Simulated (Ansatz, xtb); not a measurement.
Relative energy of two isomers of C5H5FOSe

Structure X is `O=C1C=C(F)[Se]CC1`, a singlet and structure Y is `C[Se]c1ccc(F)o1`, a singlet. Both are isolated molecules in the gas phase, relaxed with PBE-D3(BJ)/def2-SVP; the shapes shown needn't be the lowest conformers.

X (Å):

```xyz
13

C     0.2729   -2.0892   -0.7440
C    -0.6438   -1.5911   -1.7793
C    -1.4625   -0.5100   -1.6656
C    -0.9749   -0.7920    1.0995
C     0.3541   -1.3172    0.5791
F    -2.1547   -0.0714   -2.7239
O     0.9939   -3.0636   -0.9446
Se   -1.7931    0.5339   -0.1178
H    -0.6218   -2.1195   -2.7452
H    -1.7170   -1.6045    1.2356
H    -0.8611   -0.2559    2.0615
H     0.8113   -2.0074    1.3168
H     1.0689   -0.4757    0.4351
```

Y (Å):

```csv
atom,x (Å),y (Å),z (Å)
C,-1.5915,-0.6416,2.0715
C,0.0946,-1.2955,-0.2211
C,0.5319,-0.5341,-1.2861
C,0.1711,-1.2293,-2.4907
C,-0.4665,-2.3632,-2.0510
F,-1.0289,-3.3625,-2.7011
O,-0.5255,-2.4443,-0.7109
Se,0.2812,-1.0934,1.6408
H,-2.2566,-1.4698,1.7666
H,-1.8809,0.3000,1.5700
H,-1.6375,-0.5139,3.1700
H,1.0535,0.4258,-1.2064
H,0.3470,-0.9376,-3.5303
```

Problem. Estimate which is lower in electronic energy at CCSD(T)/def2-SVP + ΔMP2/def2-TZVPP, and by roughly how much.

Solution. The CCSD(T)/def2-SVP + ΔMP2/def2-TZVPP calculation puts structure X lower, by 0.458 eV.

The same difference at several levels:

```tsv
level	geometry	E(Y) − E(X) (eV)	departure from the last row (eV)	job, with rough time for the two
PBE-D3(BJ)/def2-SVP	PBE-D3(BJ)/def2-SVP	+0.461	+0.003	optimisation, 52 s
HF/def2-SVP	PBE-D3(BJ)/def2-SVP	+0.462	+0.004	part of the CCSD(T) run
MP2/def2-SVP	PBE-D3(BJ)/def2-SVP	+0.388	−0.070	part of the CCSD(T) run
CCSD(T)/def2-SVP	PBE-D3(BJ)/def2-SVP	+0.484	+0.025	single point
CCSD(T)/def2-SVP + ΔMP2/def2-TZVPP	PBE-D3(BJ)/def2-SVP	+0.458		single point, 2.5 min
```

As drawn, Y has 3 C∷C, 2 C∷O in place of 1 C=O, 3 C–C, 1 C=C (∷ is an aromatic bond). Structure X has a 6-membered ring, Y a 5-membered ring (with an aromatic ring).

None of the levels shown reverses the order. The largest departure from CCSD(T)/def2-SVP + ΔMP2/def2-TZVPP is that of MP2/def2-SVP, 0.070 eV. Levels run at GFN2-xTB geometries aren't shown. The last row adds to CCSD(T) the change of the MP2 difference between the two basis sets, here −0.025 eV.

With thermal terms from frequencies at re-optimised GFN2-xTB minima (ideal gas, soft modes damped towards free rotors, one conformer each, 298.15 K, 1 atm): the zero-point term adds −0.027 eV; ΔH is +0.449 and ΔG +0.406 eV.

The correlated steps freeze 16 core orbitals; the filled d shell of Se is correlated, in a basis made for valence electrons. Programs: Ansatz 0.2.0, xtb 6.7.1; the last row on 4 threads of Arm Neoverse V1 on a shared host.
